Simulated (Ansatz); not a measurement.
Ansatz (a first-principles code) input (B3LYP-D3(BJ)/def2-TZVP):

Ansatz 0.2 input:
```yaml
crystal:
  periodic: [false, false, false]
  atoms:
    - {symbol: C, position_ang: [-1.25405650, -0.29367733, 1.27676876]}
    - {symbol: C, position_ang: [-0.66046714, -0.29964095, -0.13672418]}
    - {symbol: C, position_ang: [-0.97996087, 1.02452594, -0.83747062]}
    - {symbol: C, position_ang: [-1.27082627, -1.45848408, -0.93443264]}
    - {symbol: C, position_ang: [0.87160963, -0.51832115, -0.08582701]}
    - {symbol: C, position_ang: [1.64049168, 0.51056681, 0.71451207]}
    - {symbol: C, position_ang: [2.49274378, 1.36367139, 0.21670542]}
    - {symbol: H, position_ang: [-1.00124782, -1.21081895, 1.81448442]}
    - {symbol: H, position_ang: [-0.89292847, 0.55343732, 1.86159105]}
    - {symbol: H, position_ang: [-2.34280054, -0.22222479, 1.23249531]}
    - {symbol: H, position_ang: [-2.05983878, 1.17509798, -0.89938284]}
    - {symbol: H, position_ang: [-0.54893301, 1.87062318, -0.30124156]}
    - {symbol: H, position_ang: [-0.58082738, 1.03455308, -1.85455986]}
    - {symbol: H, position_ang: [-2.35400250, -1.34468774, -1.01520774]}
    - {symbol: H, position_ang: [-1.06899365, -2.41782281, -0.45235303]}
    - {symbol: H, position_ang: [-0.86127678, -1.49732730, -1.94638395]}
    - {symbol: H, position_ang: [1.06433211, -1.50436721, 0.35084697]}
    - {symbol: H, position_ang: [1.25643432, -0.54153791, -1.10788337]}
    - {symbol: H, position_ang: [1.45297428, 0.51758006, 1.78721480]}
    - {symbol: H, position_ang: [2.89990237, 1.61565115, -0.75081126]}
basis:
  gaussian:
    orbitals: def2-TZVP
hamiltonian:
  xc: b3lyp
  dispersion: d3bj
magnetization: {spin_polarized: true, initial_magnetization: 1}
phonons: {temperatures: {t_min: 298.15, t_max: 298.15, t_step: 100}}
```

Output:

```
Functional definition: B3LYP
integrals: 0.30 GiB planned
1832 factors; their error is unknown
0.41 GiB of the device are held for the grids
2.04 GiB of device memory are held for the factors and their scratch space
mean field: 2.56 GiB planned
mean field evaluation 1: about -7452.8320 eV, gradient 6.3e1 eV
mean field evaluation 2: about -7433.0931 eV, gradient 8.6e1 eV
mean field evaluation 4: about -7471.5368 eV, gradient 7.1e0 eV
mean field evaluation 8: about -7471.7787 eV, gradient 1.5e-1 eV
mean field evaluation 16: about -7471.7321 eV, gradient 8.4e-3 eV
mean field -7471.73209553 eV, -274.5810899887 hartree, gradient 7.6e-5 eV, S^2 0.759069; 0 other end points of the search recorded, 0 dependent functions left out
the calculation of the forces begins
reference -7471.73243074 eV, -274.5811023074 hartree; 28, 27 occupied and 267, 268 virtual orbitals, 1832 factors
these checks for a lower state are left out or cut short: stability, starts, cluster_reference, orbital_swaps, neighbouring_geometries, increment
integrals: 0.30 GiB planned
1832 factors; their error is unknown
0.41 GiB of the device are held for the grids
2.04 GiB of device memory are held for the factors and their scratch space
mean field: 2.57 GiB planned
mean field -7471.73186775 eV, -274.5810816182 hartree, gradient 2.5e-6 eV, S^2 0.759068; 0 other end points of the search recorded, 0 dependent functions left out
the calculation of the forces begins
reference -7471.73220296 eV, -274.5810939369 hartree; 28, 27 occupied and 267, 268 virtual orbitals, 1832 factors
these checks for a lower state are left out or cut short: stability, starts, cluster_reference, orbital_swaps, neighbouring_geometries, increment
integrals: 0.30 GiB planned
1832 factors; their error is unknown
0.41 GiB of the device are held for the grids
2.04 GiB of device memory are held for the factors and their scratch space
mean field: 2.56 GiB planned
mean field evaluation 32: about -7471.7311 eV, gradient 5.3e-1 eV
mean field -7471.73198830 eV, -274.5810860483 hartree, gradient 2.5e-6 eV, S^2 0.759069; 0 other end points of the search recorded, 0 dependent functions left out
the calculation of the forces begins
reference -7471.73232351 eV, -274.5810983670 hartree; 28, 27 occupied and 267, 268 virtual orbitals, 1832 factors
these checks for a lower state are left out or cut short: stability, starts, cluster_reference, orbital_swaps, neighbouring_geometries, increment
integrals: 0.30 GiB planned
1832 factors; their error is unknown
0.41 GiB of the device are held for the grids
2.04 GiB of device memory are held for the factors and their scratch space
mean field: 2.56 GiB planned
mean field -7471.73191115 eV, -274.5810832131 hartree, gradient 2.5e-6 eV, S^2 0.759069; 0 other end points of the search recorded, 0 dependent functions left out
the calculation of the forces begins
reference -7471.73224638 eV, -274.5810955325 hartree; 28, 27 occupied and 267, 268 virtual orbitals, 1832 factors
these checks for a lower state are left out or cut short: stability, starts, cluster_reference, orbital_swaps, neighbouring_geometries, increment
integrals: 0.30 GiB planned
1832 factors; their error is unknown
0.41 GiB of the device are held for the grids
2.04 GiB of device memory are held for the factors and their scratch space
mean field: 2.56 GiB planned
mean field -7471.73193179 eV, -274.5810839717 hartree, gradient 2.5e-6 eV, S^2 0.759069; 0 other end points of the search recorded, 0 dependent functions left out
[...]
1832 factors; their error is unknown
0.41 GiB of the device are held for the grids
2.04 GiB of device memory are held for the factors and their scratch space
mean field: 2.57 GiB planned
mean field -7471.73209522 eV, -274.5810899774 hartree, gradient 2.6e-6 eV, S^2 0.759067; 0 other end points of the search recorded, 0 dependent functions left out
the calculation of the forces begins
reference -7471.73243042 eV, -274.5811022956 hartree; 28, 27 occupied and 267, 268 virtual orbitals, 1832 factors
these checks for a lower state are left out or cut short: stability, starts, cluster_reference, orbital_swaps, neighbouring_geometries, increment
integrals: 0.30 GiB planned
1832 factors; their error is unknown
0.41 GiB of the device are held for the grids
2.04 GiB of device memory are held for the factors and their scratch space
mean field: 2.57 GiB planned
mean field evaluation 800: about -7471.7722 eV, gradient 5.3e-1 eV
mean field -7471.73207188 eV, -274.5810891197 hartree, gradient 2.4e-6 eV, S^2 0.759071; 0 other end points of the search recorded, 0 dependent functions left out
the calculation of the forces begins
reference -7471.73240711 eV, -274.5811014391 hartree; 28, 27 occupied and 267, 268 virtual orbitals, 1832 factors
these checks for a lower state are left out or cut short: stability, starts, cluster_reference, orbital_swaps, neighbouring_geometries, increment
integrals: 0.30 GiB planned
1832 factors; their error is unknown
0.41 GiB of the device are held for the grids
2.04 GiB of device memory are held for the factors and their scratch space
mean field: 2.57 GiB planned
mean field -7471.73203077 eV, -274.5810876088 hartree, gradient 2.5e-6 eV, S^2 0.759073; 0 other end points of the search recorded, 0 dependent functions left out
the calculation of the forces begins
reference -7471.73236602 eV, -274.5810999290 hartree; 28, 27 occupied and 267, 268 virtual orbitals, 1832 factors
these checks for a lower state are left out or cut short: stability, starts, cluster_reference, orbital_swaps, neighbouring_geometries, increment
integrals: 0.30 GiB planned
1832 factors; their error is unknown
0.41 GiB of the device are held for the grids
2.04 GiB of device memory are held for the factors and their scratch space
mean field: 2.57 GiB planned
mean field -7471.73195969 eV, -274.5810849967 hartree, gradient 2.5e-6 eV, S^2 0.759065; 0 other end points of the search recorded, 0 dependent functions left out
the calculation of the forces begins
reference -7471.73229486 eV, -274.5810973140 hartree; 28, 27 occupied and 267, 268 virtual orbitals, 1832 factors
these checks for a lower state are left out or cut short: stability, starts, cluster_reference, orbital_swaps, neighbouring_geometries, increment
integrals: 0.30 GiB planned
1832 factors; their error is unknown
0.41 GiB of the device are held for the grids
2.04 GiB of device memory are held for the factors and their scratch space
mean field: 2.57 GiB planned
mean field -7471.73211026 eV, -274.5810905301 hartree, gradient 2.5e-6 eV, S^2 0.759067; 0 other end points of the search recorded, 0 dependent functions left out
the calculation of the forces begins
reference -7471.73244553 eV, -274.5811028510 hartree; 28, 27 occupied and 267, 268 virtual orbitals, 1832 factors
these checks for a lower state are left out or cut short: stability, starts, cluster_reference, orbital_swaps, neighbouring_geometries, increment
integrals: 0.30 GiB planned
1832 factors; their error is unknown
0.41 GiB of the device are held for the grids
2.04 GiB of device memory are held for the factors and their scratch space
mean field: 2.57 GiB planned
mean field evaluation 832: about -7471.7320 eV, gradient 7.8e-3 eV
mean field -7471.73203741 eV, -274.5810878529 hartree, gradient 2.5e-6 eV, S^2 0.759070; 0 other end points of the search recorded, 0 dependent functions left out
the calculation of the forces begins
reference -7471.73237256 eV, -274.5811001696 hartree; 28, 27 occupied and 267, 268 virtual orbitals, 1832 factors
these checks for a lower state are left out or cut short: stability, starts, cluster_reference, orbital_swaps, neighbouring_geometries, increment
integrals: 0.30 GiB planned
1832 factors; their error is unknown
0.41 GiB of the device are held for the grids
2.04 GiB of device memory are held for the factors and their scratch space
mean field: 2.57 GiB planned
mean field -7471.73210292 eV, -274.5810902605 hartree, gradient 2.5e-6 eV, S^2 0.759068; 0 other end points of the search recorded, 0 dependent functions left out
the calculation of the forces begins
reference -7471.73243816 eV, -274.5811025802 hartree; 28, 27 occupied and 267, 268 virtual orbitals, 1832 factors
these checks for a lower state are left out or cut short: stability, starts, cluster_reference, orbital_swaps, neighbouring_geometries, increment
integrals: 0.30 GiB planned
1832 factors; their error is unknown
0.41 GiB of the device are held for the grids
2.04 GiB of device memory are held for the factors and their scratch space
mean field: 2.57 GiB planned
mean field -7471.73206327 eV, -274.5810888031 hartree, gradient 2.5e-6 eV, S^2 0.759070; 0 other end points of the search recorded, 0 dependent functions left out
the calculation of the forces begins
reference -7471.73239845 eV, -274.5811011209 hartree; 28, 27 occupied and 267, 268 virtual orbitals, 1832 factors
these checks for a lower state are left out or cut short: stability, starts, cluster_reference, orbital_swaps, neighbouring_geometries, increment
integrals: 0.30 GiB planned
1832 factors; their error is unknown
0.41 GiB of the device are held for the grids
2.04 GiB of device memory are held for the factors and their scratch space
mean field: 2.57 GiB planned
mean field -7471.73199810 eV, -274.5810864085 hartree, gradient 2.5e-6 eV, S^2 0.759070; 0 other end points of the search recorded, 0 dependent functions left out
the calculation of the forces begins
reference -7471.73233326 eV, -274.5810987253 hartree; 28, 27 occupied and 267, 268 virtual orbitals, 1832 factors
these checks for a lower state are left out or cut short: stability, starts, cluster_reference, orbital_swaps, neighbouring_geometries, increment
integrals: 0.30 GiB planned
1832 factors; their error is unknown
0.41 GiB of the device are held for the grids
2.04 GiB of device memory are held for the factors and their scratch space
mean field: 2.57 GiB planned
mean field -7471.73201744 eV, -274.5810871192 hartree, gradient 2.5e-6 eV, S^2 0.759068; 0 other end points of the search recorded, 0 dependent functions left out
the calculation of the forces begins
reference -7471.73235271 eV, -274.5810994399 hartree; 28, 27 occupied and 267, 268 virtual orbitals, 1832 factors
Total energy: -7472.56675198 eV, -274.6117630475 hartree
Atom 0 at    -1.254056    -0.293677     1.276769 Å, force    -0.000314    -0.000084     0.000206 eV/Å
Atom 1 at    -0.660467    -0.299641    -0.136724 Å, force     0.000417    -0.000674     0.000645 eV/Å
Atom 2 at    -0.979961     1.024526    -0.837471 Å, force    -0.000182     0.000504    -0.000103 eV/Å
Atom 3 at    -1.270826    -1.458484    -0.934433 Å, force     0.000373     0.000379    -0.000051 eV/Å
Atom 4 at     0.871610    -0.518321    -0.085827 Å, force    -0.000544    -0.000491     0.000175 eV/Å
Atom 5 at     1.640492     0.510567     0.714512 Å, force    -0.000068    -0.000738    -0.000152 eV/Å
Atom 6 at     2.492744     1.363671     0.216705 Å, force    -0.000636     0.001586    -0.000177 eV/Å
Atom 7 at    -1.001248    -1.210819     1.814484 Å, force     0.000209    -0.000203    -0.000098 eV/Å
Atom 8 at    -0.892928     0.553437     1.861591 Å, force    -0.000079     0.000005    -0.000333 eV/Å
Atom 9 at    -2.342801    -0.222225     1.232495 Å, force    -0.000178     0.000263    -0.000086 eV/Å
Atom 10 at    -2.059839     1.175098    -0.899383 Å, force     0.000164    -0.000006    -0.000180 eV/Å
Atom 11 at    -0.548933     1.870623    -0.301242 Å, force     0.000254    -0.000183     0.000328 eV/Å
Atom 12 at    -0.580827     1.034553    -1.854560 Å, force    -0.000348     0.000107     0.000019 eV/Å
Atom 13 at    -2.354002    -1.344688    -1.015208 Å, force    -0.000011     0.000067    -0.000011 eV/Å
Atom 14 at    -1.068994    -2.417823    -0.452353 Å, force    -0.000184    -0.000316    -0.000199 eV/Å
Atom 15 at    -0.861277    -1.497327    -1.946384 Å, force    -0.000145    -0.000141     0.000047 eV/Å
Atom 16 at     1.064332    -1.504367     0.350847 Å, force     0.000063     0.000395    -0.000246 eV/Å
Atom 17 at     1.256434    -0.541538    -1.107883 Å, force     0.000192     0.000133     0.000461 eV/Å
Atom 18 at     1.452974     0.517580     1.787215 Å, force     0.000203     0.000069    -0.000034 eV/Å
Atom 19 at     2.899902     1.615651    -0.750811 Å, force     0.000813    -0.000673    -0.000211 eV/Å
Dipole moment:    -0.147526    -0.143686    -0.099570 e Å
Vibrations: 66.39 100.99 224.24 242.46 269.09 272.50 320.67 342.81 369.76 414.35 431.39 471.78 669.61 751.16 830.43 862.94 916.38 926.70 944.91 948.06 966.38 1003.47 1054.24 1079.86 1177.57 1224.53 1263.87 1275.15 1314.40 1342.64 1401.82 1403.56 1432.37 1476.44 1482.55 1489.21 1490.45 1506.78 1510.02 1519.78 1669.68 3010.68 3021.83 3024.99 3032.39 3061.86 3082.57 3083.63 3086.67 3090.12 3094.28 3101.45 3104.10 3229.46 cm⁻¹, zero-point energy 4.865475 eV
```

It need not be the lowest isomer of its formula.
